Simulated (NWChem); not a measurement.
System: C₂H₄F₂Si; SMILES FC(=C[SiH3])F

The following NWChem deck was run.

```
start job
memory heap 200 mb stack 900 mb global 1100 mb
geometry units angstroms noautoz
  F      1.107667    -1.041391    -0.710253
  C     -0.094555    -0.960806    -0.155635
  F     -0.604642    -2.178597    -0.030547
  C     -0.703292     0.173433     0.221463
  Si     0.011856     1.891738     0.047029
  H     -1.702085     0.033399     0.664026
  H      1.373993     1.824979    -0.579850
  H     -0.889394     2.742550    -0.807396
  H      0.115968     2.548060     1.397801
end
basis spherical
  * library 6-31g*
end
dft
  xc pbe0
  iterations 150
  mulliken
end
task dft energy
```

Excerpt of the output:

```
             Northwest Computational Chemistry Package (NWChem) 7.3.0
             --------------------------------------------------------

 CS  symmetry detected

                             Geometry "geometry" -> ""
                             -------------------------

 Output coordinates in angstroms (scale by  1.889725989 to convert to a.u.)

  No.       Tag          Charge          X              Y              Z
 ---- ---------------- ---------- -------------- -------------- --------------
    1 F                    9.0000     1.25642816    -1.07443319     0.00000000
    2 C                    6.0000    -0.06515692    -0.96109432     0.00000000
    3 F                    9.0000    -0.61106591    -2.16974400     0.00000000
    4 C                    6.0000    -0.74727810     0.19388292     0.00000000
    5 Si                  14.0000     0.01797264     1.89941136     0.00000000
    6 H                    1.0000    -1.84279276     0.08027557     0.00000000
    7 H                    1.0000     1.51532704     1.79558117     0.00000000
    8 H                    1.0000    -0.42890069     2.66662365    -1.21567593
    9 H                    1.0000    -0.42890069     2.66662365     1.21567593

 Effective nuclear repulsion energy (a.u.)     216.8127803633

      Symmetry information
      --------------------

 Group name             Cs
 Group number              2
 Group order               2
 No. of unique centers     8

                                 NWChem DFT Module
                                 -----------------

 Summary of "ao basis" -> "ao basis" (spherical)
 ------------------------------------------------------------------------------
       Tag                 Description            Shells   Functions and Types
 ---------------- ------------------------------  ------  ---------------------
 F                           6-31g*                  6       14   3s2p1d
 C                           6-31g*                  6       14   3s2p1d
 Si                          6-31g*                  8       18   4s3p1d
 H                           6-31g*                  2        2   2s

      Symmetry analysis of basis
      --------------------------

        a'         59
        a"         23

            General Information
            -------------------
          SCF calculation type: DFT
          Wavefunction type:  closed shell.
          No. of atoms     :     9
          No. of electrons :    48
           Alpha electrons :    24
            Beta electrons :    24
          Charge           :     0
          Spin multiplicity:     1
          Use of symmetry is: on ; symmetry adaption is: on
          Maximum number of iterations: 150
          AO basis - number of functions:    82
                     number of shells:    40
          Convergence on energy requested:  1.00D-06
          Convergence on density requested:  1.00D-05
          Convergence on gradient requested:  5.00D-04

              XC Information
              --------------
                         PBE0 Method XC Functional
                     Hartree-Fock (Exact) Exchange  0.250
          PerdewBurkeErnzerhof Exchange Functional  0.750
            Perdew 1991 LDA Correlation Functional  1.000 local
           PerdewBurkeErnz. Correlation Functional  1.000 non-local

             Grid Information
             ----------------
          Grid used for XC integration:  medium
          Radial quadrature: Mura-Knowles
          Angular quadrature: Lebedev.
          Tag              B.-S. Rad. Rad. Pts. Rad. Cut. Ang. Pts.
          ---              ---------- --------- --------- ---------
          F                   0.50       49          12.0       434
          C                   0.70       49          10.0       434
          Si                  1.10       88           8.0       590
          H                   0.35       45          10.0       434
          Grid pruning is: on
          Number of quadrature shells:   419
          Spatial weights used:  Erf1

      Superposition of Atomic Density Guess
      -------------------------------------

 Sum of atomic energies:        -564.87541002

      Non-variational initial energy
      ------------------------------

 Total energy =    -566.656905
 1-e energy   =   -1213.676543
 2-e energy   =     430.206858
 HOMO         =      -0.261575
 LUMO         =       0.085508

      Symmetry analysis of molecular orbitals - initial
      -------------------------------------------------

  Numbering of irreducible representations:

     1 a'          2 a"

  Orbital symmetries:

     1 a'          2 a'          3 a'          4 a'          5 a'
     6 a'          7 a'          8 a'          9 a"         10 a'
    11 a'         12 a'         13 a'         14 a'         15 a'
    16 a"         17 a'         18 a"         19 a'         20 a'
    21 a"         22 a'         23 a'         24 a"         25 a"
    26 a'         27 a'         28 a"         29 a'         30 a'
    31 a'         32 a'         33 a'         34 a"

     ---------------------------------------------
      Total Density - Mulliken Population Analysis
     ---------------------------------------------

    Atom       Charge   Shell Charges
 -----------   ------   -------------------------------------------------------
    1 F    9     9.43   2.00  0.94  3.38  1.01  2.10  0.01
    2 C    6     4.71   2.00  0.64  1.29  0.31  0.37  0.10
    3 F    9     9.44   2.00  0.94  3.38  1.01  2.10  0.01
    4 C    6     6.88   2.00  0.73  2.11  0.65  1.36  0.02
    5 Si  14    13.59   2.00  2.00  5.97  0.97  1.69  0.31  0.52  0.13
    6 H    1     0.74   0.45  0.30
    7 H    1     1.06   0.47  0.59
    8 H    1     1.07   0.47  0.60
    9 H    1     1.07   0.47  0.60

   convergence    iter        energy       DeltaE   RMS-Dens  Diis-err
 ---------------- ----- ----------------- --------- --------- ---------
 d= 0,ls=0.0,diis     1   -567.2075775789 -7.84D+02  1.45D-02  1.04D+00
 d= 0,ls=0.0,diis     2   -567.1243950477  8.32D-02  8.81D-03  2.02D+00
 d= 0,ls=0.0,diis     3   -567.3260837298 -2.02D-01  2.22D-03  2.28D-02
 d= 0,ls=0.0,diis     4   -567.3277504733 -1.67D-03  9.55D-04  1.36D-02
 d= 0,ls=0.0,diis     5   -567.3294944363 -1.74D-03  1.55D-04  5.06D-04
  Resetting Diis
 d= 0,ls=0.0,diis     6   -567.3295365266 -4.21D-05  3.58D-05  9.17D-06
 d= 0,ls=0.0,diis     7   -567.3295376831 -1.16D-06  1.34D-05  6.30D-07
 d= 0,ls=0.0,diis     8   -567.3295376944 -1.13D-08  6.47D-06  5.76D-07

         Total DFT energy =     -567.329537694424
      One electron energy =    -1215.555372960629
           Coulomb energy =      485.164519595873
    Exchange-Corr. energy =      -53.751464693010
 Nuclear repulsion energy =      216.812780363343

 Numeric. integr. density =       47.999993454011

                  Occupations of the irreducible representations
                  ----------------------------------------------

                     irrep           alpha         beta
                     --------     --------     --------
                     a'               19.0         19.0
                     a"                5.0          5.0

                       DFT Final Molecular Orbital Analysis
                       ------------------------------------

 Vector   22  Occ=2.000000D+00  E=-3.649046D-01  Symmetry=a"
              MO Center= -2.9D-01,  2.2D+00,  2.0D-11, r^2= 2.6D+00
   Bfn.  Coefficient  Atom+Function         Bfn.  Coefficient  Atom+Function
  ----- ------------  ---------------      ----- ------------  ---------------
    65      0.404764  5 Si pz                80     -0.245764  8 H  s
    82      0.245764  9 H  s                 79     -0.221903  8 H  s
    81      0.221903  9 H  s                 61     -0.168074  5 Si pz
    47      0.127105  4 C  pz                69      0.094490  5 Si pz
    51      0.086351  4 C  pz                 5     -0.067097  1 F  pz

 Vector   23  Occ=2.000000D+00  E=-3.561888D-01  Symmetry=a'
              MO Center=  6.0D-01,  1.8D+00, -4.7D-12, r^2= 2.4D+00
   Bfn.  Coefficient  Atom+Function         Bfn.  Coefficient  Atom+Function
  ----- ------------  ---------------      ----- ------------  ---------------
    63      0.395315  5 Si px                78      0.325078  7 H  s
    77      0.285946  7 H  s                 59     -0.162853  5 Si px
    80     -0.128270  8 H  s                 82     -0.128270  9 H  s
    45     -0.117070  4 C  px                79     -0.111933  8 H  s
    81     -0.111933  9 H  s                 75      0.086499  6 H  s

 Vector   24  Occ=2.000000D+00  E=-2.757490D-01  Symmetry=a"
              MO Center= -3.8D-01, -1.1D-01, -9.5D-16, r^2= 2.7D+00
   Bfn.  Coefficient  Atom+Function         Bfn.  Coefficient  Atom+Function
  ----- ------------  ---------------      ----- ------------  ---------------
    47      0.401088  4 C  pz                19      0.340516  2 C  pz
    51      0.334704  4 C  pz                 5     -0.212463  1 F  pz
    33     -0.213216  3 F  pz                 9     -0.166739  1 F  pz
    37     -0.167231  3 F  pz                23      0.155743  2 C  pz
    80      0.150303  8 H  s                 82     -0.150303  9 H  s

 Vector   25  Occ=0.000000D+00  E= 3.499981D-03  Symmetry=a"
              MO Center= -2.3D-01, -7.6D-02, -9.7D-16, r^2= 3.1D+00
   Bfn.  Coefficient  Atom+Function         Bfn.  Coefficient  Atom+Function
  ----- ------------  ---------------      ----- ------------  ---------------
    19      0.535862  2 C  pz                23      0.478220  2 C  pz
    69     -0.427578  5 Si pz                51     -0.388404  4 C  pz
    80     -0.389283  8 H  s                 82      0.389283  9 H  s
    47     -0.286157  4 C  pz                33     -0.187623  3 F  pz
    65     -0.178826  5 Si pz                 5     -0.175122  1 F  pz

[...]
```

Level: PBE0/6-31G* (spherical d). Geometry: optimised at PBE-D3(BJ)/def2-SVP.
